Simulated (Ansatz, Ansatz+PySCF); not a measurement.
```yaml
atoms:
  - { symbol: Cr, position_ang: [0.0000, 0.0000, -0.0612] }
  - { symbol: H, position_ang: [0.0000, 0.0000, 1.4678] }
```

UHF-MP2 on sextet CrH was run in several spherical basis sets with Ansatz (development build ahead of 0.2.0). Frozen core: 5 orbitals.

Question: Rank the basis sets by the total energy that they give, lowest first, with the distance from the lowest.
A. def2-SVP
B. cc-pVTZ
C. 6-31G(d)
D. cc-pVDZ
E. def2-TZVP

Answer: B (0.00 eV), E (3.03 eV), D (4.43 eV), A (10.20 eV), C (10.48 eV).

Totals follow the description of the cores as much as that of the bonds, so this order isn't one of quality for chemistry.
